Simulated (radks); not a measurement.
Results of a calculation; reference values are marked as such.
Species: Ho3+. Configuration: [Xe] 4f8.5 6s0.5 6p1 (fractional occupations, a model configuration).

Level of theory: scalar-relativistic Kohn-Sham, PBE, spin-polarised, spherical densities, finite nucleus; open shells are filled with parallel spins first (spin-orbit coupling, left out, can overturn this in heavy ions); Fermi nuclear charge, rms radius 5.2022 fm (a radial shooting solver on a logarithmic mesh with Libxc functionals).

Energy parts (eV):
part                      energy
total                 -343206.11
kinetic                371122.53
electron-nucleus      -837846.82
Hartree                130823.51
exchange-correlation    -7305.32

Orbitals (lengths in bohr, moments of r in powers of bohr):
orbital  occ.  eigenvalue (eV)      <r^4>
1s up       1        -55537.99  9.255e-07
1s down     1        -55537.96  9.255e-07
2s up       1        -9333.591  0.0001447
2s down     1        -9333.516  0.0001447
2p up       3        -8275.355  0.0001095
2p down     3        -8275.293  0.0001095
3s up       1        -2128.321   0.005506
3s down     1        -2125.731   0.005489
3p up       3        -1804.862   0.005805
3p down     3        -1802.277   0.005783
3d up       5        -1393.830   0.004578
3d down     5        -1391.853   0.004552
4s up       1        -464.8927     0.1321
4s down     1        -459.4047     0.1324
4p up       3        -357.9673     0.1729
4p down     3        -352.5684     0.1736
4d up       5        -213.3953     0.2620
4d down     5        -208.0930     0.2654
4f up       7         -54.6181     0.9873
4f down   1.5         -49.6931      1.130
5s up       1         -93.4161      3.893
5s down     1         -90.8560      4.050
5p up       3         -65.9142      6.936
5p down     3         -63.9373      7.203
6s up     0.5         -28.3436      107.9
6s down     0         -26.6166      103.1
6p up       1         -21.8793      200.2

The highest occupied level is 6p up at -21.879 eV. The configuration is held as typed, so some empty levels lie below it. Summed over all electrons, <r^2> = 46.10 bohr^2, which gives a Langevin (diamagnetic) susceptibility term of -36.5 x 10^-6 cm^3/mol. The spin density at the nucleus is 40.61 e/bohr^3 (1s 0.02, 2s -1.13, 3s -18.45, 4s 4.93, 5s 15.49, 6s 39.76). The density falls to 0.001 e/bohr^3 at r = 4.35 bohr. Spin moment in Bohr magnetons: 7. The electron density at the nucleus is 8.474e+05 e/bohr^3 (large components only).
